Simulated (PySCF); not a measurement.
A structure optimised at ωB97X-D3(BJ)/def2-SVP, used in a PySCF frequency run:

```
Si
O 1 1.6627
H 2 0.9616 1 119.31
H 1 1.4809 2 105.64 3 -179.52
C 1 1.8986 4 110.20 2 -121.35
F 5 1.3891 1 109.62 4 57.36
H 5 1.1066 6 108.85 1 121.54
H 5 1.1068 7 106.65 6 -117.13
C 1 1.8987 4 110.11 2 121.33
F 9 1.3891 1 109.51 4 -56.70
H 9 1.1066 10 108.85 1 -121.53
H 9 1.1068 11 106.67 10 117.16
```

Q: Write its SMILES and formula.

A: O[SiH](CF)CF, C₂H₆F₂OSi

Q: What are its rotational constants (standard atomic weights)?

A: 5.4353, 1.4333, 1.2179 GHz
